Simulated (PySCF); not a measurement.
## A search over the determinants of SrN

Unrestricted PBE0; PySCF, scalar-relativistic core potentials, basis sets Sr def2-SVPD with ECP28, N def2-SVPD. Outer shells of the fragments: Sr 5s2; N 2s2 2p3.

Followed along the bond (rough minima from three points):

```tsv
2Ms+1	unpaired	⟨S²⟩ at the start	R at minimum (Å)	Te (eV)
4	σ ↑, π ↑↑	3.76	2.41	0.00
2	σ ↓, π ↑↑	1.76	2.39	0.06
2	π ↑	1.64	2.25	0.08
4	π ↑↑↑	3.76	2.40	1.63
```

Solutions found at the starting distance of 2.365 Å, counted from the lowest of them; the search is not exhaustive and high or unbound solutions are not listed, so other states can lie among these:

```
2Ms+1   unpaired   term  E (eV)  ⟨S²⟩  ⟨Lz²⟩  μ (D)
    4  σ ↑, π ↑↑    ⁴Σ⁻    0.00  3.76   0.00  -4.01
    2  σ ↓, π ↑↑  mixed    0.05  1.76   0.00  -4.10
    2        π ↑  mixed    0.13  1.64   1.01  -3.94
    4      π ↑↑↑     ⁴Π    1.63  3.76   1.00  -2.41
    4  π ↑↑, δ ↑     ⁴Δ    1.94  3.76   4.00  -6.64
    2  π ↑↑, δ ↓  mixed    1.95  1.79   4.00  -6.36
    2        σ ↑  mixed    2.11  0.75   2.01  -3.89
    2        π ↑     ²Π    5.10  0.75   1.00   2.34
```

A term symbol is given only where ⟨S²⟩ and ⟨Lz²⟩ are close to those of a pure state; real π, δ and φ orbitals otherwise mix terms. A positive dipole means Sr(−)N(+).

Spin–orbit coupling is left out. Counting both spins, an empty level lies below a filled one in some of these solutions, because spin and occupation are held.
